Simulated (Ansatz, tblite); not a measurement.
Adding an electron: Cu₂S⁺ (the lowest doublet isomer of a short search). The state is a doublet with charge 1. Geometry: PBE0-D4/def2-TZVP. Ansatz, gas phase; energy differences of separate SCF runs; the reduced species is a singlet (the triplet lies 1.62 eV higher at PBE0-D4/def2-TZVP).

```xyz
3

Cu   -0.115    1.032   -1.316
Cu    0.622   -0.283    1.531
S    -0.507   -0.749   -0.215
```

The xTB rows come from tblite. The structure comes from a short search, and lower isomers may exist.

```
              level  −HOMO (eV)  −LUMO (eV)  vertical EA (eV)  HOMO–LUMO gap (eV)
           GFN1-xTB           –           –             13.64                   –
           GFN2-xTB           –           –             12.12                   –
   PBE-D4/def2-TZVP       11.39       10.57              7.55                0.82
r2SCAN-D4/def2-TZVP       11.39       10.21              7.44                1.18
  PBE0-D4/def2-TZVP       12.59        9.36              7.43                3.23
```

  HOMO and LUMO are the levels of the spin that leaves or enters (xTB has no such levels and no spin-polarisation term). Other spin states of the ions may lie lower, which would lower the ionisation energy or raise the affinity. Raw xTB energy differences between charge states are shifted by several eV; the methods need an empirical correction for them.
